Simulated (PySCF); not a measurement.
## Electron correlation in Te (tellurium, neutral)

[Kr] 4d10 5s1 5p4 5d1, one real determinant (an excited configuration). Calculation: PySCF 2.14, in x2c-TZVPPall with one added diffuse shell each of s, p, d, f type (9s7p5d3f, 76 functions); scalar relativity by spin-free X2C-1e. Frozen: [Ar] 3d10; 24 electrons correlated.

MP2 pair energies summed by pair of shells (mhartree):

```csv
pair,energy,share (%)
4d-4d,-233.28,45.4
4d-5p,-78.16,15.2
4p-4d,-55.51,10.8
5p-5p,-50.05,9.7
4p-4p,-22.30,4.3
4d-5s,-16.01,3.1
4s-4d,-14.71,2.9
5p-5d,-11.68,2.3
4s-4p,-8.39,1.6
5s-5p,-7.93,1.5
4p-5p,-6.16,1.2
4p-5s,-3.37,0.7
4d-5d,-2.75,0.5
4s-4s,-1.99,0.4
4s-5p,-0.81,0.2
5s-5d,-0.54,0.1
4s-5s,-0.29,0.1
4p-5d,-0.20,0.0
4s-5d,-0.04,0.0
```

Total MP2 correlation energy: -514.18 mhartree.

Same-spin part -190.63 and opposite-spin part -323.55 mhartree; SCS-MP2 scales them by 1/3 and 6/5 to -451.80 mhartree.

The reference is one real determinant that mixes LS terms of this configuration.

This basis was not built for core-valence correlation, so the inner-shell part is incomplete.
